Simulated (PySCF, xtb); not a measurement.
Al(I)2(Me) (CH₃AlI₂), SMILES [CH3][Al]([I])[I].

xtb 6.7.1 with GFN2-xTB at its own geometry gives an orbital gap of 4.33 eV and a dipole moment of 4.70 D.

Geometry: PBE0-D3(BJ)/def2-SVP. The structure was generated by enumeration; whether it is a known compound was not checked. The def2 effective core potentials stand for the cores of I; spin–orbit coupling is left out.

Question: What does PBE/def2-TZVP (PySCF) give? (The exact figures need the calculation; the answer reports its results.)

Answer: gap 4.30 eV (levels -6.49 and -2.19 eV), dipole 1.59 D.
